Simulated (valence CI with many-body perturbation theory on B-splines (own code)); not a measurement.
## Forbidden lines of Pd13+

Calculated by configuration interaction combined with many-body perturbation theory (CI+MBPT): five valence electrons over a frozen Dirac-Fock core [Ar] 3d10, radial functions for each j: 9 s, 9 p, 8 d, 6 f, 3 g, 1 h, with the one-electron correlation potential Σ1 (screened to all orders), the two-electron term Σ2, the three-electron term Σ3, Breit, model QED; selected single and double excitations, second order for the rest (own B-spline code, finite nucleus).

No measured spectrum was set against this ion. As an estimate, levels hold to about 250 cm⁻¹ or 0.2 % of their energy and the worst to 1 %, as in measured heavy ions of charge 2 to 7; those with d or f electrons hold less well. Among the levels kept, up to 360 cm⁻¹ of a level comes from second order outside the variational space, and about a tenth of that is noise between levels of different J, which matters for small intervals.

Lines 1 to 21 of 21 in falling wavelength, among levels below 762060 cm⁻¹, chosen from the decays that carry over 1 % of a level's rate. Wavelengths and rates use the calculated energies, so an error of 900 cm⁻¹ moves a line at 2551 Å by 2.3 % and its rate by three times that or more. Electric multipoles are in the length gauge, E1 and E2 with the static RPA response of the core. Weak lines are less certain than strong ones. Lines between different terms over intervals too small for the method are left out, as are lines whose strength nearly cancels. Branching is blank where the lifetime is uncertain.

Names give the largest LS component (configuration and term), which can be under half, so a name can repeat, a term be missing and a line seem to break the LS rules; names also repeat where a configuration has a term twice. Letters in brackets count levels of one name in rising energy.

| λ vac (Å) | Upper | Lower | Type | A (s⁻¹) | Branch % |
| --- | --- | --- | --- | --- | --- |
| 6756 | 4s2 4p3 2D°_5/2 | 4s2 4p3 2D°_3/2 | M1 | 2.25e+01 | 10.8 |
| 6533 | 4s2 4p2 4d 4F_9/2 | 4s2 4p2 4d 4F_7/2 | M1 | 7.11e+01 |  |
| 4101 | 4s2 4p2 4d 2G_9/2 | 4s2 4p2 4d 2G_7/2 | M1 | 1.29e+02 | 5.4 |
| 2945 | 4s2 4p3 2P°_3/2 | 4s2 4p3 2P°_1/2 | M1 | 2.34e+02 | 4.2 |
| 2551 | 4s2 4p3 2P°_1/2 | 4s2 4p3 2D°_3/2 | M1 | 1.14e+02 | 5.2 |
| 2490 | 4s2 4p3 2D°_3/2 | 4s2 4p3 4S°_3/2 | M1 | 1.11e+03 | 99.9 |
| 1833 | 4s2 4p2 4d 2G_9/2 | 4s2 4p2 4d 4F_9/2 | M1 | 9.61e+02 | 40.1 |
| 1819 | 4s2 4p3 2D°_5/2 | 4s2 4p3 4S°_3/2 | M1 | 1.82e+02 | 86.7 |
| 1819 | 4s2 4p3 2D°_5/2 | 4s2 4p3 4S°_3/2 | E2 | 5.24e+00 | 2.5 |
| 1714 | 4s2 4p3 2P°_3/2 | 4s2 4p3 2D°_5/2 | M1 | 8.29e+02 | 14.8 |
| 1580 | 4s2 4p2 4d 2G_9/2 | 4s2 4p2 4d 2F_7/2 [a] | M1 | 3.94e+01 | 1.6 |
| 1432 | 4s2 4p2 4d 2G_9/2 | 4s2 4p2 4d 4F_7/2 | M1 | 9.31e+02 | 38.8 |
| 1367 | 4s2 4p3 2P°_3/2 | 4s2 4p3 2D°_3/2 | M1 | 3.84e+03 | 68.4 |
| 1260 | 4s2 4p3 2P°_1/2 | 4s2 4p3 4S°_3/2 | M1 | 2.08e+03 | 93.9 |
| 882.4 | 4s2 4p3 2P°_3/2 | 4s2 4p3 4S°_3/2 | M1 | 6.62e+02 | 11.8 |
| 773.7 | 4s2 4p2 4d 4F_9/2 | 4s 4p4 2D_5/2 | E2 | 1.02e+01 |  |
| 544.1 | 4s2 4p2 4d 2G_9/2 | 4s 4p4 2D_5/2 | E2 | 4.60e+01 | 1.9 |
| 471.6 | 4s2 4p2 4d 4F_9/2 | 4s 4p4 4P_5/2 | E2 | 1.33e+02 |  |
| 375.1 | 4s2 4p2 4d 2G_9/2 | 4s 4p4 4P_5/2 | E2 | 2.69e+02 | 11.2 |
| 216.3 | 4s2 4p2 4d 4F_9/2 | 4s2 4p3 2D°_5/2 | M2 | 1.65e+02 |  |
| 193.3 | 4s2 4p2 4d 4F_9/2 | 4s2 4p3 4S°_3/2 | E3 | 6.21e+00 |  |
